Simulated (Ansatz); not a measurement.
Ansatz (an electronic-structure program) input (r2SCAN/def2-TZVPD):

Ansatz 0.2 input:
```yaml
crystal:
  periodic: [false, false, false]
  atoms:
    - {symbol: Sn, position_ang: [0.09740211, -0.03165400, -0.02386111]}
    - {symbol: O, position_ang: [1.78791550, -0.58104164, -0.43799501]}
    - {symbol: F, position_ang: [-0.94730905, -0.26704864, 1.55563318]}
    - {symbol: F, position_ang: [-1.18307202, 0.95938567, -1.03374258]}
basis:
  gaussian:
    orbitals: def2-TZVPD
hamiltonian:
  xc: {name: r2SCAN}
total_charge: 1
magnetization: {spin_polarized: true, initial_magnetization: 1}
```

Output:

```
Functional definition: r2SCAN
integrals: 0.09 GiB planned
982 factors; their error is unknown
mean field: 0.81 GiB planned
mean field evaluation 1: about -13284.3247 eV, gradient 8.0e1 eV
mean field evaluation 2: about -13107.2121 eV, gradient 2.2e2 eV
mean field evaluation 4: about -13301.7897 eV, gradient 2.2e1 eV
mean field evaluation 8: about -13303.7641 eV, gradient 1.3e-1 eV
mean field evaluation 16: about -13303.7632 eV, gradient 2.7e-3 eV
mean field evaluation 32: about -13303.7632 eV, gradient 3.5e-6 eV
mean field -13303.76319841 eV, -488.9042799269 hartree, gradient 3.5e-6 eV, S^2 0.756762; 1 other end points of the search recorded, 0 dependent functions left out
reference -13303.76322011 eV, -488.9042807245 hartree; 24, 23 occupied and 152, 153 virtual orbitals, 982 factors
Total energy: -13303.76322011 eV, -488.9042807245 hartree
```

This state (charge 1, doublet) is run at the relaxed geometry of the species with charge 0 and multiplicity 1.
